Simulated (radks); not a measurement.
Results of a calculation; reference values are marked as such.
Initial-state core-level shifts of neutral hafnium when its valence configuration changes from [Xe] 4f14 5d2 6s2. Code: a radial shooting solver on a logarithmic mesh with Libxc functionals. Model: scalar-relativistic Kohn-Sham, PBE, spin-polarised, spherical densities, finite nucleus; open shells are filled with parallel spins first (spin-orbit coupling, left out, can overturn this in heavy ions); Fermi nuclear charge, rms radius 5.347 fm. Shifts are changes of the shell-averaged eigenvalues in eV (positive: less bound); the change of the density at the nucleus, which sets a Mossbauer isomer shift, is in e/bohr^3, on a base of 1.282e+06.

valence                    2s       2p       3s       4d  density at nucleus
4f13 5d3 6s2           -8.728   -8.629   -9.837   -8.601               +66.9
4f14 5d3 6s1           +1.702   +1.700   +1.682   +1.702               -57.7
4f14 5d1 6s2 6p1       -3.513   -3.511   -3.473   -3.503               +22.8
4f14 5d2 6p2           -2.627   -2.626   -2.628   -2.635              -111.3
4f14 5d2.5 6s1.5       +0.877   +0.876   +0.865   +0.876               -30.3
4f13.5 5d2.5 6s2       -4.275   -4.227   -4.806   -4.236               +32.9
4f14 5d2 6s1 6p1       -1.253   -1.252   -1.253   -1.258               -49.0
4f13 5d2 6s2 6p1      -12.601  -12.498  -13.670  -12.450               +93.1
4f14 5d2 6s1.5 6p0.5   -0.679   -0.679   -0.679   -0.681               -23.1
